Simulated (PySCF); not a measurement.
## Frontier orbitals and the lowest excitations

Species: C3H10SSi2.
Cartesian coordinates in Å at the GFN2-xTB level; atoms count from 1:
```xyz
16
C3H10SSi2 angstrom
C      3.9851    0.3722   -0.1422
C      2.7734    0.3999    0.3897
Si     1.2529   -0.3264   -0.4338
S     -0.3939    0.4874    0.6816
Si    -2.1116   -0.3982   -0.2584
C     -3.6151    0.2606    0.6743
H      4.1718   -0.0771   -1.1044
H      4.8463    0.7949    0.3523
H      2.6382    0.8666    1.3580
H      1.1954   -1.7845   -0.3303
H      1.1112    0.0740   -1.8324
H     -1.9788   -1.8495   -0.1484
H     -2.1086   -0.0023   -1.6654
H     -4.5311   -0.1715    0.2837
H     -3.6883    1.3408    0.5862
H     -3.5544    0.0222    1.7323
```

Computed with TDDFT PBE0/def2-SVPD, vertical, gas phase, core orbitals frozen in the response in PySCF 2.14.0, density-fitted response routines.

Kohn–Sham orbitals with the atoms that hold most of them (Löwdin shares over 4%, at most four atoms; ? is withheld):

```
orbital  ε (eV)                            atoms
 LUMO+2    0.26  Si5 29%, S4 18%, C6 12%, H13 8%
 LUMO+1    0.14  Si3 27%, S4 19%, H11 9%, H10 9%
   LUMO   -0.69   C1 34%, C2 32%, Si3 12%, H7 5%
   HOMO       ?                                ?
 HOMO-1   -8.14                                ?
 HOMO-2   -8.46         S4 57%, Si5 12%, Si3 11%
 HOMO-3   -8.87  C2 20%, Si3 15%, C6 14%, S4 13%
```

Q: Which atoms hold the HOMO-1, and with what shares?

A: C2 (bonded to C, Si and H) 37%; C1 (bonded to C and 2 H) 37%; Si3 (bonded to C, S and 2 H) 8%. By element: carbon 73% or more, silicon 8% or more.

Q: Which atoms hold the HOMO, and with what shares?

A: S4 (bonded to 2 Si) 70%; Si3 (bonded to C, S and 2 H) 10%; Si5 (bonded to C, S and 2 H) 9%. By element: sulfur 70%, silicon 19%.

Q: What is the HOMO energy, and the HOMO–LUMO gap?

A: ε(HOMO) = -7.10 eV; the gap is 6.41 eV (0.2356 hartree).

Q: How does S1 compare with the orbital gap of 6.41 eV?

A: S1 is at 5.44 eV (f = 0.018), 0.97 eV below the gap, made of HOMO→LUMO (99%). Without the coupling terms of the response equations the lowest excitation would equal the gap.

Q: One configuration dominates each of S1 and S2. Which, and how do the shares of the two leading atoms of either orbital change from the occupied to the empty one?

A: 
- S1 (5.44 eV, f 0.018), HOMO→LUMO (99%): S4 70% → at most 5%, Si3 10% → 12%, C1 at most 4% → 34%, C2 at most 4% → 32%
- S2 (5.96 eV, f 0.0094), HOMO→LUMO+1 (95%): S4 70% → 19%, Si3 10% → 27%

One conformer stands for the species.
